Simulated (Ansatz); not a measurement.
`B[SiH2]C(F)Cl` + CH₃SH → `B[SiH2]CS` + `FCCl`  (formal exchange of groups at the Si–C bond)

Program: Ansatz. Geometries: PBE0-D4/def2-TZVP. ΔE: electronic, gas phase. CCSD(T)/CBS adds triple-zeta CCSD(T) − MP2 to the extrapolated MP2 energy (def2 sets, frozen cores). This one scheme is used for every species. Functionals use def2-TZVPP. B3LYP here is the variant with VWN-RPA as its local correlation; programs differ in this. Each species was taken in one conformer, which may not be the lowest.

```csv
level,ΔE (kJ/mol),difference from CCSD(T)/CBS
r2SCAN-D4,-9.9,2.0
PBE0-D4,-12.6,-0.7
ωB97X-V,-10.0,1.9
B2PLYP,-10.5,1.4
PBE,-9.4,2.5
PBE0,-12.4,-0.5
B3LYP,-8.6,3.3
HF/def2-TZVPP,-13.8,-1.9
MP2/def2-TZVPP,-15.0,-3.1
CCSD/def2-TZVPP,-13.2,-1.3
CCSD(T)/def2-TZVPP,-12.7,-0.8
HF/def2-QZVPP,-14.0,-2.1
MP2/def2-QZVPP,-14.5,-2.6
HF/CBS(def2),-14.0,-2.1
MP2/CBS(def2),-14.1,-2.2
CCSD/CBS(def2),-12.3,-0.4
CCSD(T)/CBS,-11.9,0
```

Largest T1 diagnostic among the species: 0.012.
